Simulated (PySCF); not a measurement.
B(F)(OH)2 (BFH2O2), SMILES OB(O)F. Atoms are numbered in the order given.

```xyz
6

B      0.0000     0.0000    -0.0339
F      0.0000     0.0000     1.3109
O      0.0000     1.1678    -0.7113
H      0.0000     1.9293    -0.1243
O      0.0000    -1.1678    -0.7113
H      0.0000    -1.9293    -0.1243
```

The structure is a stationary point at PBE0-D3(BJ)/def2-SVP. One conformer was computed; it need not be the lowest.

These are PBE0-D3(BJ)/def2-SVP in PySCF values and carry that method's errors.

No scaling factor is applied to the harmonic values.

Computed vibrational spectrum:
```
mode  ν (cm⁻¹)  IR (km/mol)  Raman (Å⁴/amu)  depolarisation  moving atoms (share of kinetic energy)
----  --------  -----------  --------------  --------------  --------------------------------------
1          443          4.2             0.2            0.34           O 53 %, F 21 %, H 17 %, B 9 %
2          454          0.0             2.8            0.75                          H 85 %, O 15 %
3          459         45.6             1.4            0.75           F 38 %, O 38 %, H 16 %, B 8 %
4          526        195.6             0.3            0.75                                  H 93 %
5          691        139.3             0.5            0.75                          B 77 %, O 14 %
6          895          5.4             5.1            0.05                          O 64 %, F 32 %
7         1003        215.1             0.6            0.75                          H 74 %, O 25 %
8         1010         29.8             3.5            0.72                          H 79 %, O 12 %
9         1448        419.3             2.0            0.01                  B 70 %, O 15 %, F 10 %
10        1557        421.0             0.0               –                          B 75 %, O 20 %
11        3938        190.4            19.5            0.75                                  H 94 %
12        3940         29.7           100.4            0.21                                  H 94 %
```
